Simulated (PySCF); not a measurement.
SnF₂⁺ + 2 HBr → SnBr₂⁺ + 2 HF

Level: PBE0 in the def2-TZVP basis family, computed in PySCF with density fitting; scalar-relativistic core potentials for atoms from Rb on, none lighter, no spin–orbit coupling; open shells unrestricted.

```
species                                state and structure       E (Eh)  ZPE (kJ/mol)  H(298 K) − H(0) (kJ/mol)  S° (J/(mol K))
  SnF₂⁺     doublet, C2v, Sn–F 1.874 Å (×2); F–Sn–F 117.3°   -413.58238           8.5                      12.4           288.6
    HBr                         singlet, C∞v, H–Br 1.421 Å  -2574.45811          16.0                       8.7           198.5
 SnBr₂⁺  doublet, C2v, Sn–Br 2.428 Å (×2); Br–Sn–Br 121.0°  -5361.80088           3.5                      14.5           333.7
     HF                          singlet, C∞v, H–F 0.920 Å   -100.39188          24.9                       8.7           173.6
```

What is the electronic reaction energy?

At PBE0/def2-TZVP, ΔE = -225.9 kJ/mol from the differences of the total energies times 2625.5, downhill. 

Add zero-point, thermal and entropy terms for 298.15 K and 1 bar.

ΔZPE = 12.8 and Δ[H(298) − H(0)] = 2.1 kJ/mol give ΔH° = -211.0 kJ/mol. ΔS° = -4.7 J/(mol K), so ΔG° = -211.0 − 298.15 × (-0.0047) = -210 kJ/mol.

Only the bonding shown was studied: isomers, or loss of a ligand pair, can lie lower.
